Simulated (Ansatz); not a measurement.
Cost and result for the atomization energy of C2H8GeO3, SMILES `C[O][GeH]([OH])[O]C` (14 atoms, 13 bonds).

Z-matrix (Å, degrees):
```
C
O 1 1.413
H 1 1.097 2 111.9
H 1 1.095 2 111.7 3 121.9
H 1 1.092 2 107.8 3 -119.0
Ge 2 1.762 1 119.5 3 -61.9
O 6 1.770 2 109.9 1 62.2
O 6 1.761 2 111.0 1 -50.9
H 6 1.527 2 105.8 1 -173.5
C 7 1.411 6 119.9 2 57.1
H 8 0.961 6 110.7 2 111.0
H 10 1.092 7 107.9 6 -174.9
H 10 1.097 7 111.9 6 66.2
H 10 1.096 7 112.1 6 -55.7
```

The species carries charge 0 and has multiplicity 1. Correlated methods include outer-core shells of Ge, which these sets cover unevenly. Scalar relativity is left out up to krypton. Geometry: relaxed with PBE0-D4/def2-TZVP. It is one conformer, not always the lowest. Program: Ansatz. All runs use 2 threads of an AMD EPYC 7R13 on a shared host and a share of an NVIDIA H100 80 GB. Times are those of one run each, without the atoms' runs, and a repeat can differ threefold. Electronic energies, without spin–orbit coupling; frozen cores. CCSD(T)/CBS adds CCSD(T) − MP2 in def2-TZVPP to the MP2 limit, and its time is that of the two runs behind it. T1 = 0.012. With those shells the extrapolation isn't a true limit. B3LYP takes the VWN-RPA correlation (the form of Gaussian; ORCA's B3LYP/G).

CCSD(T)/CBS is a level of theory with its own doubt, some kJ/mol a heavy atom from the limit and from the frozen cores, so smaller differences don't rank the functionals.

```csv
level,functions,wall time,atomization (kcal/mol),difference from CCSD(T)/CBS,per bond
PBE0-D4/def2-TZVPP,315,1.9 s,1231.2,-13.0,-1.0
PBE-D4/def2-TZVPP (with forces),315,2.5 s,1259.2,15.0,1.2
B3LYP-D4/def2-TZVPP (with forces),315,2.6 s,1233.3,-10.9,-0.8
B2PLYP/def2-TZVPP,315,2.7 s,1225.1,-19.1,-1.5
ωB97X-V/def2-TZVPP,315,2.8 s,1242.3,-1.9,-0.1
r2SCAN-D4/def2-TZVPP (with forces),315,2.9 s,1240.6,-3.6,-0.3
ωB97M-V/def2-TZVPP (with forces),315,4.1 s,1238.6,-5.6,-0.4
MP2/def2-QZVPP,614,5.5 s,1255.1,10.9,0.8
CCSD(T)/def2-TZVPP,315,7 s,1213.4,-30.8,-2.4
CCSD(T)/CBS(def2),–,13 s,1244.2,0.0,0.0
```

In def2-TZVPP, CCSD(T) changes the Hartree–Fock value by +340.7 kcal/mol (the triples alone add +19.5 kcal/mol) and MP2 by +364.2 kcal/mol; breaking electron pairs costs correlation energy, which Hartree–Fock lacks. The D4 term adds +10.5 kcal/mol with B3LYP and +5.6 kcal/mol with PBE0; it sums over pairs of atoms, weighted by their polarisabilities, and B3LYP, whose exchange is more repulsive, gets the larger term. From PBE to PBE0 (25 % exact exchange), in def2-TZVPP and without D4, the atomization energy moves by −27.1 kcal/mol: exact exchange takes away binding that semilocal exchange gives to molecules.
